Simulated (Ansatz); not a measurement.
Ansatz (a program for electronic structure) input (CCSD(T)/aug-cc-pVDZ):

Ansatz 0.2 input:
```yaml
crystal:
  periodic: [false, false, false]
  atoms:
    - {symbol: B, position_ang: [0.65371031, -0.02164797, -0.12540533]}
    - {symbol: F, position_ang: [1.43477377, -0.38896058, -1.08360252]}
    - {symbol: F, position_ang: [0.96515006, 0.47621150, 1.02159189]}
    - {symbol: O, position_ang: [-0.75478687, -0.19549439, -0.38191664]}
    - {symbol: C, position_ang: [-1.90707606, 0.13962701, 0.54775322]}
    - {symbol: H, position_ang: [-1.44215329, 0.54807012, 1.43719505]}
    - {symbol: H, position_ang: [-2.51281396, 0.86959562, 0.02207254]}
    - {symbol: H, position_ang: [-2.42024379, -0.79656762, 0.73834835]}
    - {symbol: H, position_ang: [-1.01190361, -0.57192356, -1.24367969]}
basis:
  gaussian:
    orbitals: aug-cc-pVDZ
total_charge: 1
magnetization: {spin_polarized: false}
correlation: {method: ccsd_t, electrons: outside_noble_gas}
output: {forces: true}
```

Output:

```
Functional definition: HF
integrals: 0.42 GiB planned
1439 factors; integrals over basis functions are off by at most 5.7e-4 eV
mean field: 0.67 GiB planned
mean field evaluation 1: about -9206.4079 eV, gradient 5.6e1 eV
mean field evaluation 2: about -9206.5845 eV, gradient 5.7e1 eV
mean field evaluation 4: about -9211.8886 eV, gradient 3.0e0 eV
mean field evaluation 8: about -9211.9343 eV, gradient 1.6e-1 eV
mean field evaluation 16: about -9210.2605 eV, gradient 3.2e1 eV
mean field -9211.93437984 eV, -338.5323443857 hartree, gradient 1.3e-6 eV, S^2 0.000000; 0 other end points of the search recorded, 0 dependent functions left out
5 core orbitals not correlated
reference -9211.93437984 eV, -338.5323443857 hartree; 15, 15 occupied and 131, 131 virtual orbitals, 1439 factors
densities: 2.55 GiB planned
second order -22.20904286 eV of doubles, -0.00000000 eV of singles
coupled cluster: 1.38 GiB planned
cycle   1  -22.35602774 eV  change   -1.5e-1 eV  update   1.0e-1
cycle   2  -22.84786513 eV  change   -4.9e-1 eV  update   2.8e-2
cycle   3  -22.97177279 eV  change   -1.2e-1 eV  update   1.5e-2
cycle   4  -22.96483536 eV  change    6.9e-3 eV  update   2.9e-3
cycle   5  -22.96212227 eV  change    2.7e-3 eV  update   1.2e-3
cycle   6  -22.96270938 eV  change   -5.9e-4 eV  update   3.2e-4
cycle   7  -22.96270861 eV  change    7.7e-7 eV  update   1.1e-4
cycle   8  -22.96261007 eV  change    9.9e-5 eV  update   3.0e-5
cycle   9  -22.96260020 eV  change    9.9e-6 eV  update   9.7e-6
perturbative correction -0.59253185 eV, -0.0217751440 hartree
the calculation of the forces begins
Total energy: -9235.48951189 eV, -339.3979795222 hartree
Atom 0 at     0.653710    -0.021648    -0.125405 Å, force    -0.509684    -0.060303    -0.083837 eV/Å
Atom 1 at     1.434774    -0.388961    -1.083603 Å, force     0.699502    -0.332918    -0.868429 eV/Å
Atom 2 at     0.965150     0.476212     1.021592 Å, force     0.254640     0.451252     1.041577 eV/Å
Atom 3 at    -0.754787    -0.195494    -0.381917 Å, force    -0.321126    -0.086882    -0.175003 eV/Å
Atom 4 at    -1.907076     0.139627     0.547753 Å, force     0.071143    -0.017771    -0.047070 eV/Å
Atom 5 at    -1.442153     0.548070     1.437195 Å, force     0.250076     0.179087     0.384124 eV/Å
Atom 6 at    -2.512814     0.869596     0.022073 Å, force    -0.252594     0.319600    -0.248278 eV/Å
Atom 7 at    -2.420244    -0.796568     0.738348 Å, force    -0.211907    -0.421582     0.070381 eV/Å
Atom 8 at    -1.011904    -0.571924    -1.243680 Å, force     0.019949    -0.030482    -0.073466 eV/Å
Dipole moment:    -1.076264    -0.126097    -0.177472 e Å
```

It need not be the lowest isomer of its formula.
